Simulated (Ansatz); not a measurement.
Coupled-cluster diagnostics for the cluster Be₂Se (the lowest singlet isomer of a short search), Ansatz.

Geometry of the singlet (r2SCAN-D4/def2-TZVP):

Cartesian coordinates in Å:
```
Be 0.013 -0.683 0.916
Be -1.004 0.100 -0.537
Se 0.991 0.583 -0.379
```

Correlated methods freeze 9 core orbitals; core or outer-core shells of Se are correlated, in sets that lack core-valence functions. The geometry of the singlet was relaxed on an unsound state (restricted singlet, unstable towards broken spin symmetry). At PBE0-D4/def2-TZVP a broken-symmetry singlet of charge 0 lies 0.21 eV below the triplet, each at its own geometry. At PBE0-D4/def2-TZVP a broken-symmetry singlet of charge 0 lies 3.44 eV below the quintet, each at its own geometry. The structure comes from a short search, and lower isomers may exist.

Geometry of the charge 0 triplet (r2SCAN-D4/def2-TZVP):

```tsv
atom	x (Å)	y (Å)	z (Å)
Be1	0.162	1.298	-0.666
Be2	0.192	-0.615	1.319
Se3	-0.354	-0.683	-0.653
```

Geometry of the charge 0 quintet (r2SCAN-D4/def2-TZVP):

Cartesian coordinates in Å:
```
Be -0.513 -1.160 -0.485
Be 0.996 0.719 -0.578
Se -0.483 0.441 1.064
```

(1) Estimate the CCSD(T) correlation energy, the shares of MP2 and (T), T1 and the reference's ⟨S²⟩ for: charge 0, singlet, own geometry in def2-TZVPP; charge 0, singlet, own geometry in def2-TZVPD; charge 0, triplet, own geometry in def2-TZVPP; charge 0, quintet, own geometry in def2-TZVPP; charge 1, doublet, vertical in def2-TZVPP; charge -1, doublet, vertical in def2-TZVPD; and the rough time on 4 threads of Intel Xeon Platinum 8259CL on a shared host.

Results:

(1) 
```json
{"state": "charge 0, singlet, own geometry", "basis": "def2-TZVPP", "correlation (eV)": "-11.843", "MP2 share (%)": "91.1", "(T) share (%)": "4.4", "T1": "0.023", "⟨S²⟩ (pure)": "0.00 (0.00)", "wall time": "1.4 s", "remarks": "large T1 (0.023), restricted SCF unstable"}
{"state": "charge 0, singlet, own geometry", "basis": "def2-TZVPD", "correlation (eV)": "-11.891", "MP2 share (%)": "91.1", "(T) share (%)": "4.4", "T1": "0.023", "⟨S²⟩ (pure)": "0.00 (0.00)", "wall time": "2 s", "remarks": "large T1 (0.023), restricted SCF unstable"}
{"state": "charge 0, triplet, own geometry", "basis": "def2-TZVPP", "correlation (eV)": "-10.582", "MP2 share (%)": "92.4", "(T) share (%)": "3.6", "T1": "0.012", "⟨S²⟩ (pure)": "2.01 (2.00)", "wall time": "2.7 s", "remarks": "–"}
{"state": "charge 0, quintet, own geometry", "basis": "def2-TZVPP", "correlation (eV)": "-9.885", "MP2 share (%)": "90.4", "(T) share (%)": "3.1", "T1": "0.014", "⟨S²⟩ (pure)": "6.01 (6.00)", "wall time": "2.7 s", "remarks": "–"}
{"state": "charge 1, doublet, vertical", "basis": "def2-TZVPP", "correlation (eV)": "-10.725", "MP2 share (%)": "92.3", "(T) share (%)": "4.0", "T1": "0.016", "⟨S²⟩ (pure)": "0.76 (0.75)", "wall time": "2.5 s", "remarks": "–"}
{"state": "charge -1, doublet, vertical", "basis": "def2-TZVPD", "correlation (eV)": "-11.668", "MP2 share (%)": "89.9", "(T) share (%)": "4.1", "T1": "0.043", "⟨S²⟩ (pure)": "1.31 (0.75)", "wall time": "6 s", "remarks": "spin-contaminated (⟨S²⟩ 1.31)"}
```
Customary marks for T1 are 0.02 (closed shells), 0.045 (open shells) and about 0.05 (3d metals). T1 exceeds 0.02 in 3 of 6 rows and 0.045 in 0; the higher it lies, the less the single-reference result can be trusted.
